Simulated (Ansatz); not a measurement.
Gas-phase reaction 2 R1 + R2 → P1 + P2, each structure at its B3LYP-D3(BJ)/def2-TZVP stationary point, reached from a drawn start (curvature not checked).
R1: H2 (SMILES [H][H]), charge 0, multiplicity 1.
P1: H2O (SMILES O), charge 0, multiplicity 1.
P2, SiH4 (SMILES [SiH4]) (charge 0, multiplicity 1, Z-matrix in Å and degrees):
```
Si
H 1 1.4803
H 1 1.4803 2 109.47
H 1 1.4803 2 109.47 3 120.00
H 1 1.4803 2 109.47 3 -120.00
```
R2: H2OSi (SMILES O=[SiH2]), charge 0, multiplicity 1.

P less R. No zero-point or thermal terms.

Correlated levels freeze the cores.

The values were computed with Ansatz (Gaussian basis) for Hartree–Fock, density functionals and correlated methods. Each number belongs to the level named beside it.

Total energies in hartree:

| structure | PBE/def2-TZVPP | PBE0/def2-TZVPP | CCSD(T)/cc-pV(Q+d)Z |
|---|---|---|---|
| R1 | -1.166122 | -1.168485 | -1.173794 |
| P1 | -76.380147 | -76.380766 | -76.359711 |
| P2 | -291.721620 | -291.756591 | -291.452235 |
| R2 | -365.717531 | -365.738127 | -365.410487 |

Question: Work out the reaction energy at each level in kcal/mol (1 hartree = 627.50947 kcal/mol), and say how far PBE/def2-TZVPP lies from CCSD(T)/cc-pV(Q+d)Z.

Answer: 
- PBE/def2-TZVPP: (-76.380147) + (-291.721620) − (-365.717531) − 2 × (-1.166122) = -0.051992 hartree = -32.63 kcal/mol
- PBE0/def2-TZVPP: (-76.380766) + (-291.756591) − (-365.738127) − 2 × (-1.168485) = -0.062260 hartree = -39.07 kcal/mol
- CCSD(T)/cc-pV(Q+d)Z: (-76.359711) + (-291.452235) − (-365.410487) − 2 × (-1.173794) = -0.053871 hartree = -33.80 kcal/mol
PBE/def2-TZVPP less CCSD(T)/cc-pV(Q+d)Z: 1.17 kcal/mol. CCSD(T)/cc-pV(Q+d)Z is the level counted from, the highest shown, and no exact or measured value.

Ansatz is a quantum-chemistry and plane-wave program.
